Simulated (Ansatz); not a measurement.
`C[Si](C)(O)Cl` + HBr → `C[Si](O)(Cl)Br` + CH₄ at 400 K and 1 bar (ligand exchange at the Si–C bond).

Program: Ansatz. Geometries: PBE0-D4/def2-TZVP. ΔE: electronic, gas phase. CBS: MP2 limit from def2 TZ/QZ plus the TZ coupled-cluster correction, frozen cores. This one scheme is used for every species. For Br outer-core shells are correlated without core-valence functions, which leaves a few kJ/mol of doubt a bond. Scalar relativity is left out up to krypton. Each species was taken in one conformer, which may not be the lowest.

| species | CCSD(T)/CBS energy (Eh) | H − E (kJ/mol) | S (J/(mol·K)) |
| --- | --- | --- | --- |
| `C[Si](C)(O)Cl` | -904.49412 | 273.9 | 403.7 |
| HBr | -2573.91920 | 27.6 | 207.2 |
| `C[Si](O)(Cl)Br` | -3437.98992 | 178.1 | 403.7 |
| CH₄ | -40.46206 | 131.3 | 197.2 |

H − E and S are ideal-gas, rigid-rotor, harmonic terms from PBE0-D4/def2-TZVP, for one conformer and one mirror image of each species. 1 Eh = 2625.50 kJ/mol, R = 8.31446 J/(mol·K).

Q: By hand: ΔE, ΔH, ΔS and ΔG.

A: ΔE = (-3437.98992) + (-40.46206) − (-904.49412) − (-2573.91920) = -0.03866 Eh = -101.5 kJ/mol. Δ(H − E) = 178.1 + 131.3 − 273.9 − 27.6 = 7.9, so ΔH = -93.6 kJ/mol. ΔS = 403.7 + 197.2 − 403.7 − 207.2 = -10.0 J/(mol·K). ΔG = -93.6 − 400 × (-10.0)/1000 = -89.6 kJ/mol.

Q: By hand: the equilibrium constant, and the temperature at which ΔG would vanish if ΔH and ΔS stayed fixed.

A: log₁₀ K = −ΔG/(RT ln 10) = 11.7. ΔG = 0 at ΔH/ΔS = 9360 K, far beyond where these terms or the molecules hold.

The number of gas molecules stays the same, so ΔS is small and ΔH decides. A doubt of 5 kJ/mol in ΔE shifts log₁₀ K by 0.7 here. Other conformers and mirror images would add mixing entropy, several J/(mol·K) or more a flexible species. These are equilibria of isolated gas molecules and say nothing of rates. Largest T1 diagnostic: 0.010 (customary marks: 0.02 for closed shells, 0.045 for open ones).
